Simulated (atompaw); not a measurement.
## Scattering properties, PAW (atompaw) potential for Hf (Z = 72)

```
Element                 : hafnium
Generator               : atompaw 4.2.0.5
Type                    : PAW
Functional              : PBE
Relativity              : scalar-relativistic
Frozen core             : [Kr] 4d10 4f14 5s2
Valence charge          : 10
Reference configuration : 5p6 5d2 6s0 6p0 (charge +2)
Partial waves           : 6s (bound, empty): rc 2.75 bohr; 6s channel at 0.65 Ry: rc 2.75 bohr; 5p (bound): rc 1.95 bohr; 6p (bound, empty): rc 2.75 bohr; 5d (bound): rc 2.75 bohr; 5d channel at -0.85 Ry: rc 2.75 bohr
Local potential         : ultrasoft scheme with l = 3 at -0.5 Ry, radius 2.65 bohr
Core correction         : smooth core density matched at 1.80 bohr
Augmentation charge     : besselshape compensation charge, radius 2.60 bohr; PAW radius 2.75 bohr; waves and projectors: custom rrkj vanderbiltortho
```

The phase is arctan(r·u′/u) with u = r·R(r), unwrapped; energies in Ry, scanned from -6 to 5 Ry. A pole is an energy at which the radial function vanishes at the test radius. The pseudo phase is shifted by a multiple of π to meet the all-electron one at the reference energy, and phase errors are pseudo minus all-electron; the curves can meet again beyond the range given. Levels narrower than the energy grid can be missing from the lists of poles.

```csv
channel,radius (bohr),reference energy (Ry),"poles, all-electron","poles, pseudo",unbroken range about the reference energy with phases within 0.05 rad,phase error 1 Ry above the reference energy (rad)
s,2.77,-1.29,0.97,"0.97, 2.06",-5.9 to 2.0,-0.000
p,2.77,-0.88,"-3.63, 2.50","-3.63, 2.26",below 3.8,-0.015
d,2.77,-1.23,-0.64,-0.64,the whole range,+0.000
```

Phases in the d channel:

| E (Ry) | all-electron | pseudo |
| --- | --- | --- |
| -6.00 | 1.406 | 1.406 |
| -5.76 | 1.401 | 1.401 |
| -5.52 | 1.397 | 1.397 |
| -5.28 | 1.391 | 1.392 |
| -5.04 | 1.386 | 1.386 |
| -4.80 | 1.379 | 1.379 |
| -4.56 | 1.372 | 1.372 |
| -4.32 | 1.364 | 1.365 |
| -4.08 | 1.355 | 1.355 |
| -3.84 | 1.345 | 1.345 |
| -3.60 | 1.333 | 1.333 |
| -3.36 | 1.318 | 1.318 |
| -3.12 | 1.300 | 1.300 |
| -2.88 | 1.278 | 1.278 |
| -2.64 | 1.248 | 1.248 |
| -2.40 | 1.206 | 1.206 |
| -2.16 | 1.141 | 1.141 |
| -1.92 | 1.026 | 1.026 |
| -1.68 | 0.764 | 0.764 |
| -1.44 | -0.032 | -0.032 |
| -1.20 | -1.038 | -1.038 |
| -0.96 | -1.392 | -1.392 |
| -0.72 | -1.539 | -1.539 |
| -0.48 | -1.623 | -1.623 |
| -0.24 | -1.684 | -1.684 |
| 0.00 | -1.736 | -1.736 |
| 0.24 | -1.787 | -1.786 |
| 0.48 | -1.842 | -1.842 |
| 0.72 | -1.910 | -1.909 |
| 0.96 | -2.002 | -2.000 |
| 1.20 | -2.140 | -2.135 |
| 1.44 | -2.373 | -2.361 |
| 1.68 | -2.792 | -2.762 |
| 1.92 | -3.397 | -3.353 |
| 2.16 | -3.891 | -3.855 |
| 2.40 | -4.170 | -4.146 |
| 2.64 | -4.329 | -4.310 |
| 2.88 | -4.428 | -4.413 |
| 3.12 | -4.495 | -4.482 |
| 3.36 | -4.543 | -4.532 |
| 3.60 | -4.580 | -4.569 |
| 3.84 | -4.610 | -4.600 |
| 4.08 | -4.635 | -4.624 |
| 4.32 | -4.656 | -4.645 |
| 4.56 | -4.674 | -4.663 |
| 4.80 | -4.691 | -4.679 |
